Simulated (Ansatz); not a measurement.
Species: C2H6BCl, SMILES `CB(Cl)C` (charge 0, multiplicity 1), formula C₂H₆BCl.

### Question
How many basis functions does frozen-core CCSD(T)/cc-pVTZ // PBE0-D4/def2-TZVP run with Ansatz (a program for electronic structure) use, how many core orbitals are frozen, and how many electrons are correlated?

### Answer
208 basis functions and 8 frozen orbitals, which leaves 24 correlated electrons. Core time is of the order of minutes.
